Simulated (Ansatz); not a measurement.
```yaml
crystal:
  periodic: [false, false, false]
  atoms:
    - {symbol: C, position_ang: [1.051120, 0.724441, -0.445008]}
    - {symbol: C, position_ang: [0.050528, -0.071915, 0.175515]}
    - {symbol: C, position_ang: [0.362918, -1.325601, 0.689125]}
    - {symbol: C, position_ang: [0.078884, 0.447366, 1.644227]}
    - {symbol: N, position_ang: [-0.905443, -0.258401, -0.401355]}
    - {symbol: Ga, position_ang: [-1.590457, 0.365978, -1.875224]}
    - {symbol: Cl, position_ang: [-0.558008, 1.777837, -3.257092]}
    - {symbol: Cl, position_ang: [-3.571393, -0.002193, -2.314821]}
    - {symbol: H, position_ang: [0.561062, 1.971259, -0.490450]}
    - {symbol: H, position_ang: [2.008673, 0.850167, -0.143638]}
    - {symbol: H, position_ang: [1.437298, 0.044217, -1.437439]}
    - {symbol: H, position_ang: [-0.029977, -2.128700, 1.212536]}
    - {symbol: H, position_ang: [1.430332, -1.497036, 1.306374]}
    - {symbol: H, position_ang: [1.358844, -1.730148, -0.114289]}
    - {symbol: H, position_ang: [0.634637, 0.596332, 1.765783]}
    - {symbol: H, position_ang: [-0.615324, -0.010470, 2.246089]}
    - {symbol: H, position_ang: [-0.713063, 1.488154, 1.483689]}
    - {symbol: H, position_ang: [-1.874392, -0.716354, -0.091802]}
basis:
  gaussian: {orbitals: 6-31G, final_grid: {core_spheres: 5, valence_spheres: 4, degree: 11}}
hamiltonian: {xc: {name: r2SCANh}, dispersion: d4}
accuracy: high
scf: {lower_state_search: off}
output: {forces: true}
```

```sh
$ ansatz run in.yaml --threads 4 --pin off --events-out ev --progress --plain --max-ram 66560MiB --backend cpu
```

It prints (some lines left out):

```
Functional definition: r2SCANh
2984 factors; integrals over basis functions are off by at most 9.8e-9 eV
mean field evaluation 1: about -83164.2377 eV, gradient 9.0e1 eV
mean field evaluation 2: about -83085.7101 eV, gradient 1.8e2 eV
mean field evaluation 4: about -83183.8189 eV, gradient 1.5e1 eV
mean field evaluation 8: about -83184.5887 eV, gradient 8.9e-1 eV
mean field evaluation 16: about -83184.5916 eV, gradient 3.5e-4 eV
mean field -83184.59164884 eV, -3056.9773585536 hartree, gradient 4.1e-8 eV, S^2 0.000000; 0 other end points of the search recorded, 0 dependent functions left out
reference -83184.59164958 eV, -3056.9773585808 hartree; 53, 53 occupied and 67, 67 virtual orbitals, 2984 factors
Total energy: -83184.75581569 eV, -3056.9833915739 hartree
Atom 0 at     1.051120     0.724441    -0.445008 Å, force    -0.223410     2.332650    -5.742746 eV/Å
Atom 1 at     0.050528    -0.071915     0.175515 Å, force    17.523413     3.018028    16.606623 eV/Å
Atom 2 at     0.362918    -1.325601     0.689125 Å, force    14.274579    -7.736407    -0.558644 eV/Å
Atom 3 at     0.078884     0.447366     1.644227 Å, force   -96.971452   -17.496743   -22.442615 eV/Å
Atom 4 at    -0.905443    -0.258401    -0.401355 Å, force   -26.832314    -2.139154   -14.147120 eV/Å
Atom 5 at    -1.590457     0.365978    -1.875224 Å, force     2.143211     1.808638    -1.743511 eV/Å
Atom 6 at    -0.558008     1.777837    -3.257092 Å, force    -0.273878    -0.102090    -0.177191 eV/Å
Atom 7 at    -3.571393    -0.002193    -2.314821 Å, force    -2.052740    -0.505524    -0.316150 eV/Å
Atom 8 at     0.561062     1.971259    -0.490450 Å, force     1.472584    -3.986762    -0.766006 eV/Å
Atom 9 at     2.008673     0.850167    -0.143638 Å, force     2.648375     0.293993     2.871328 eV/Å
Atom 10 at     1.437298     0.044217    -1.437439 Å, force    -1.768533     2.377890     1.193451 eV/Å
Atom 11 at    -0.029977    -2.128700     1.212536 Å, force    -2.683816    -1.062402     0.074568 eV/Å
Atom 12 at     1.430332    -1.497036     1.306374 Å, force    -2.109482     2.111201     0.297990 eV/Å
Atom 13 at     1.358844    -1.730148    -0.114289 Å, force    -3.371933    -0.721832     0.173434 eV/Å
Atom 14 at     0.634637     0.596332     1.765783 Å, force    92.694615    24.550749    21.416954 eV/Å
Atom 15 at    -0.615324    -0.010470     2.246089 Å, force    -0.489806    -1.727102     1.641468 eV/Å
Atom 16 at    -0.713063     1.488154     1.483689 Å, force     2.585711    -1.522372     0.840136 eV/Å
Atom 17 at    -1.874392    -0.716354    -0.091802 Å, force     3.434874     0.507240     0.778030 eV/Å
Dipole moment:     0.232296    -0.460476     0.861472 e Å
Checks for a lower state left out: stability, starts, cluster_reference, orbital_swaps, neighbouring_geometries, increment
```

Hardware: 4 threads of an AMD EPYC 7R13 on a shared host. Wall time 6.5 s, peak host memory 0.64 GiB.
